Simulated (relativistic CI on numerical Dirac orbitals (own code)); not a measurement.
## Ir⁵⁺ (5d4) in a crystal field

Calculated by Dirac-Coulomb-Breit CI, orbitals from a KLI potential per configuration, a model potential for QED, valence Slater integrals scaled by 0.75, one configuration in a parametric crystal field (own radial code).

Field parameters in Wybourne normalisation: D4h B²₀ = −7Ds, B⁴₀ = 21(Dq − Dt), B⁴₄ = 21√(5/14) Dq; Oh B⁴₀ = 21Dq, B⁴₄ = √(5/14) B⁴₀; Td as Oh with Dq negative (B⁴₀ = 21Dq, B⁴₄ = √(5/14) B⁴₀). The field is a parameter set, without covalency.

S and J are read from ⟨S²⟩ = S(S + 1) and ⟨J²⟩ = J(J + 1) of each level; they are not fictitious spins.

D4h, 10Dq = 20300, Ds = 90, Dt = -570 cm⁻¹, the lowest 16 levels:

| E (cm⁻¹) | Degeneracy | Irrep | S | J |
| --- | --- | --- | --- | --- |
| 0.0 | 1 | A1 | 1.16 | 3.09 |
| 5915 | 1 | A2 | 1.22 | 3.49 |
| 6515 | 2 | E | 1.29 | 3.45 |
| 9881 | 1 | B1 | 1.20 | 3.38 |
| 10062 | 1 | B2 | 1.07 | 3.83 |
| 10654 | 1 | A1 | 1.21 | 3.30 |
| 10699 | 2 | E | 1.02 | 3.89 |
| 16890 | 1 | B2 | 1.79 | 3.00 |
| 16996 | 1 | B1 | 1.83 | 3.11 |
| 17369 | 1 | A1 | 1.32 | 3.88 |
| 17741 | 2 | E | 1.56 | 3.37 |
| 19190 | 1 | B1 | 1.77 | 3.20 |
| 19428 | 2 | E | 1.65 | 3.22 |
| 19696 | 1 | A1 | 1.66 | 3.13 |
| 20253 | 1 | A2 | 1.77 | 2.91 |
| 21124 | 2 | E | 1.11 | 3.99 |

Oh, 10Dq = 41450 cm⁻¹, the lowest 10 levels:

```
E (cm⁻¹)  Degeneracy  Irrep     S     J
     0.0           1     A1  1.01  3.77
    5539           3     T1  1.06  3.93
    8983           3     T2  0.88  3.96
    9218           2      E  0.94  3.66
   19158           3     T2  0.40  4.33
   19637           2      E  0.34  4.47
   31537           1     A1  0.63  3.67
   32133           1     A2  1.96  3.01
   32254           3     T2  1.94  2.93
   32409           2      E  1.91  2.92
```

Td, 10Dq = -12900 cm⁻¹, the lowest 10 levels:

```
E (cm⁻¹)  Degeneracy  Irrep     S     J
     0.0           1     A1  1.25  2.32
    7940           3     T1  1.72  2.03
   11402           3     T2  1.78  2.49
   12535           1     A1  1.23  3.42
   14014           2      E  1.79  3.14
   14515           3     T1  1.65  3.49
   15608           3     T2  1.58  3.73
   16594           2      E  1.08  3.37
   18059           1     A2  1.05  3.28
   19118           3     T1  1.10  4.10
```

Levels of this model without a field, named by their leading LS term (the scale mimics covalency, so terms lie below those of the real free ion): 5D_0 0, 5D_1 5646, 5D_2 10148, 5D_3 13375, 5D_4 14925, 3P_0 21018, 3H_4 22157, 3G_3 25986 cm⁻¹.
